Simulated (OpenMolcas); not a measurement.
# Au³⁺: effect of the level shift or regulariser

```
Program             : OpenMolcas
Basis               : ANO-RCC-VTZP [8s7p5d3f1g]
Scalar Hamiltonian  : DKH2, point nucleus
Active space        : 8 electrons in 5 orbitals (5d)
State averaging     : 2S+1 = 3 even, 10 roots; 2S+1 = 1 even, 15 roots
Spin-orbit coupling : state interaction with AMFI integrals over the reference wave functions, term energies averaged over their components
```

Methods on the same reference wave functions:
A. CASSCF
B. SS-CASPT2, IPEA 0.25 Eh, imaginary shift 0.1 Eh (closed shells correlated: 5s 5p)
C. SS-CASPT2, IPEA 0.25 Eh, real shift 0.2 Eh (closed shells correlated: 5s 5p)
D. SS-CASPT2, IPEA 0.25 Eh, sigma2 regulariser 0.3 Eh (closed shells correlated: 5s 5p)

Energies in cm-1 above 5d8 3F4, the measured ground level; measured values from Zainab et al., Astrophys. J. Suppl. Ser. 267, 12 (2023).

| Level | A | B | C | D | Measured |
| --- | --- | --- | --- | --- | --- |
| 5d8 3F4 | 0.0 | 0.0 | 0.0 | 0.0 | 0.0 |
| 5d8 3F3 | 12367 | 12500 | 12500 | 12500 | 12294 |
| 5d8 3P2 [52 %] | 20804 | 19090 | 19100 | 19090 |  |
| 5d8 3P0 | 23563 | 19640 | 19660 | 19640 | 18185 |
| 5d8 3P1 | 26427 | 23090 | 23110 | 23090 | 21490 |
| 5d8 1G4 | 29602 | 26660 | 26670 | 26660 | 25702 |
| 5d8 1S0 | 62739 | 56270 | 56280 | 56270 | 55278 |

Deviations, from unrounded energies. A percentage is the sum of absolute deviations over the sum of measured energies, with the sign that they share, or ± where signs differ.

```tsv
Against measurement	Levels	A	B	C	D
mean absolute deviation (cm-1)	5	4300	1000	1100	1000
fine structure of the ground term (%)	1	+0.6	+1.7	+1.7	+1.7
other terms of the ground configuration (%)	4	+18.0	+4.1	+4.2	+4.1
```

B, C, D lie about equally close to measurement and A furthest from it. The largest miss of D in the table is 5d8 3P1, by +1600 cm-1. The ranking rests on the paired levels alone, and a cruder setting can come out closer through cancelling errors.

Among B to D the level of the table that moves most is 5d8 1S0, by 17 cm-1 (lowest in D, highest in C). Moves below CASPT2's spread within the term are not significant.

The mean deviations of B to D differ by less than CASPT2's widest spread within a term (750 cm-1), so their order carries little weight.

From A to B the spin-free energies of the other terms of 5d8 shown, above 3F, scale by factors of 0.75 to 0.85, as is usual when dynamic correlation screens the repulsion within a d or f shell.

The lowest spin-free term lies below A's lowest term by 0.403 hartree in B, 0.402 hartree in C, 0.403 hartree in D.

CASPT2 breaks the degeneracy within a term, and the mean is taken; among the terms shown or strongly mixed into the levels shown the widest spread is 750 cm-1 (5d8 1G, D). Without dynamic correlation excited terms often stand tens of per cent too high (terms of higher spin than the ground term too low), and those without a measured partner can miss by more than the paired ones (holds for A). Computed and measured levels are paired by configuration, term and J; levels that our copy of the source lacks, or whose pairing is in doubt (as where it misses far off the trend of its configuration), stay unpaired and out of the deviations. Only configurations of the active space appear. Levels that lie high or do not pair safely by name in every column are left out.

A share in square brackets marks a mixed level and gives the weight of the term that names it, the lowest over the columns.
